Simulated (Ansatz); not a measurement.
The pair A = CH4 (SMILES C) (first 5 atoms), B = C3H6 (SMILES C=CC); geometry from B3LYP-D3(BJ)/def2-TZVP.
(charge 0, multiplicity 1):
| atom | x (Å) | y (Å) | z (Å) |
|---|---|---|---|
| C | -0.1534 | 0.0077 | 0.5017 |
| H | -1.1901 | -0.2810 | 0.6712 |
| H | 0.2313 | -0.5192 | -0.3707 |
| H | -0.1019 | 1.0818 | 0.3264 |
| H | 0.4421 | -0.2475 | 1.3765 |
| C | 0.8952 | -1.0104 | 4.3212 |
| C | 0.5085 | 0.2572 | 4.3874 |
| C | -0.8665 | 0.7558 | 4.0770 |
| H | 0.2090 | -1.7970 | 4.0271 |
| H | 1.9086 | -1.3083 | 4.5573 |
| H | 1.2333 | 1.0105 | 4.6856 |
| H | -0.8436 | 1.4818 | 3.2595 |
| H | -1.5311 | -0.0596 | 3.7892 |
| H | -1.3018 | 1.2669 | 4.9405 |

Frozen-core correlation. MP2 and its Hartree–Fock in aug-cc-pVTZ are density fitted.

Run with Ansatz (Gaussian basis) for Hartree–Fock, density functionals and correlated methods. 

The counterpoise-corrected interaction energy is E(AB) − E(A in the pair's basis) − E(B in the pair's basis). Total energies (hartree):

```tsv
level	AB	A in the pair's basis	B in the pair's basis
HF/aug-cc-pVDZ	-157.2856406	-40.1998500	-117.0869892
MP2/aug-cc-pVDZ	-157.8896850	-40.3681601	-117.5201268
HF/aug-cc-pVTZ	-157.3299277	-40.2135948	-117.1175413
MP2/aug-cc-pVTZ	-158.0502445	-40.4145733	-117.6340201
CCSD(T)/aug-cc-pVDZ	-157.9752250	-40.3959966	-117.5779279
```

Task: Work out the counterpoise-corrected interaction energy at the basis-set limit: extrapolate the MP2 correlation part as X⁻³, take Hartree–Fock from the larger set, and add the CCSD(T) − MP2 difference of aug-cc-pVDZ.

Result: 
1. Differences (1 hartree = 627.509 kcal/mol): HF/aug-cc-pVDZ 0.752; MP2/aug-cc-pVDZ -0.877; HF/aug-cc-pVTZ 0.758; MP2/aug-cc-pVTZ -1.036; CCSD(T)/aug-cc-pVDZ -0.816.
2. Correlation parts, MP2 less HF: -1.629 in aug-cc-pVDZ (X = 2), -1.794 in aug-cc-pVTZ (X = 3).
3. Limit (3³·(-1.794) − 2³·(-1.629))/(3³ − 2³) = -1.864; with HF/aug-cc-pVTZ it gives -1.106.
4. CCSD(T) less MP2 in aug-cc-pVDZ: 0.061.
Result: -1.04 kcal/mol, against -0.88 at MP2/aug-cc-pVDZ. It is an estimate of this method's limit, not of the exact value.

Ansatz is an electronic-structure program.
